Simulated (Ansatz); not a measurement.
Geometry optimisation, Ansatz, DFT PBE, scalar-relativistic, plane waves, PAW.

Input file:

```yaml
crystal:
  lattice:
    - [0.0, 5.43, 5.43]
    - [5.43, 0.0, 5.43]
    - [5.43, 5.43, 0.0]
  atoms:
    - { symbol: Si, position: [0.0, 0.0, 0.0] }
    - { symbol: Si, position: [0.125, 0.125, 0.125] }
    - { symbol: Si, position: [0.0, 0.0, 0.5] }
    - { symbol: Si, position: [0.125, 0.125, 0.625] }
    - { symbol: Si, position: [0.0, 0.5, 0.0] }
    - { symbol: Si, position: [0.125, 0.625, 0.125] }
    - { symbol: Si, position: [0.0, 0.5, 0.5] }
    - { symbol: Si, position: [0.125, 0.625, 0.625] }
    - { symbol: Si, position: [0.5, 0.0, 0.0] }
    - { symbol: Si, position: [0.625, 0.125, 0.125] }
    - { symbol: Si, position: [0.5, 0.0, 0.5] }
    - { symbol: Si, position: [0.625, 0.125, 0.625] }
    - { symbol: Si, position: [0.5, 0.5, 0.0] }
    - { symbol: Si, position: [0.625, 0.625, 0.125] }
    - { symbol: Si, position: [0.5, 0.5, 0.5] }
    - { symbol: Si, position: [0.625, 0.625, 0.625] }
    - { symbol: Cu, position: [0.5583753, 0.8145239, 0.8117189] }
total_charge: 1
basis:
  ecutwfc: 420.0
kpoints:
  mp_grid: { grid: [2, 2, 2] }
hamiltonian:
  xc: pbe
  pseudopotentials: { kind: paw, azcp: { folder: soft_1 } }
scf:
  occupations: { method: gaussian, width: 0.02 }
  lower_state_search: "off"
relax:
  f_tol: 0.03
  max_steps: 60
  adjacent_minimum: "off"
```

Run as:

```bash
$ ansatz run input.yaml --threads 1 --pin off --max-ram 3072MiB --backend cpu --events-out ev --progress --plain --runs-dir out
```

Where does it end, and by what steps?

The forces met the threshold. The force dipped under the threshold on the way, but the program's further checks kept it going. Limits of this set-up: charged cell in a uniform background, uncorrected. After 22 steps the energy has fallen by 0.659 eV; Cu17 moved furthest, 0.60 Å. Joined: Si1–Cu17.

```
step  energy less start (eV)  largest force component (eV/Å)  accepted
   0                  0.0000                           1.842       yes
   1                 -0.4755                           0.749       yes
   2                 -0.5991                           0.067       yes
   3                 -0.6031                           0.018       yes
   4                 -0.6034                           0.076       yes
   5                 -0.6061                           0.070       yes
   6                  0.0664                           1.835        no
   7                 -0.5922                           0.307        no
   8                 -0.6110                           0.039       yes
   9                 -0.6050                           0.095        no
  10                 -0.6127                           0.019       yes
  11                 -0.6142                           0.032       yes
  12                 -0.6171                           0.044       yes
  13                 -0.6220                           0.055       yes
  14                 -0.6289                           0.059       yes
  15                 -0.6365                           0.056       yes
  16                 -0.6537                           0.059       yes
  17                 -0.6216                           0.310        no
  18                 -0.6563                           0.066       yes
  19                 -0.6576                           0.048       yes
  20                 -0.6587                           0.018       yes
  21                 -0.6587                           0.018       yes
  22                 -0.6588                           0.008       yes
```

```xyz
17
Lattice="0.0000 5.4300 5.4300 5.4300 0.0000 5.4300 5.4300 5.4300 0.0000" Properties=species:S:1:pos:R:3
Si -0.135 0.135 0.158
Si 1.387 1.407 1.421
Si 2.740 2.689 0.010
Si 4.021 4.042 1.421
Si 2.741 -0.003 2.721
Si 4.002 1.426 4.075
Si 5.431 2.688 2.721
Si 6.846 4.013 4.027
Si 0.054 2.764 2.792
Si 1.176 4.252 4.175
Si 2.665 5.376 2.792
Si 4.107 6.751 4.129
Si 2.607 2.823 5.349
Si 4.074 4.119 6.752
Si 5.511 5.349 5.386
Si 6.740 6.785 6.751
Cu 9.165 7.124 7.074
```

Whether the end is a true minimum wasn't checked by a vibrational analysis.

Run time: 49 s on 1 thread of AMD EPYC 9R45 96-Core Processor (Zen 5), with other jobs on the host, peak memory 0.62 GiB.
